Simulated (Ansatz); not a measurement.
CNS, SMILES `N#C[S+]` (lower triplet) (charge 1, multiplicity 3). The linear singlet lies higher and needs more than one determinant, so no gap is given.

Cartesian coordinates (Å):
SMILES: [S+]C#N
```xyz
3

N     -1.3294    -0.0014     0.0000
C     -0.1260     0.0015     0.0000
S      1.4555    -0.0002     0.0000
```
Charge +1, spin multiplicity 3.

Frozen-core energies in cc-pVTZ from Ansatz (an electronic-structure program) at a geometry from B3LYP-D3(BJ)/def2-TZVP; the HF reference has <S^2> = 2.45 and the T1 diagnostic is 0.051.

| level | energy (Ha) |
|---|---|
| HF | -489.51810 |
| MP2 | -489.91173 |
| CCSD | -489.96347 |

Question: Estimate the energies of CCSD(T), CCSDT and CCSDT(Q), and give each level's difference from CCSDT(Q).

Answer: 
```
level     energy (Ha)  difference from CCSDT(Q) (mHa)
--------  -----------  ------------------------------
MP2        -489.91173                           82.45
CCSD       -489.96347                           30.71
CCSD(T)    -489.98932                            4.87
CCSDT      -489.99171                            2.48
CCSDT(Q)   -489.99419                            0.00
```
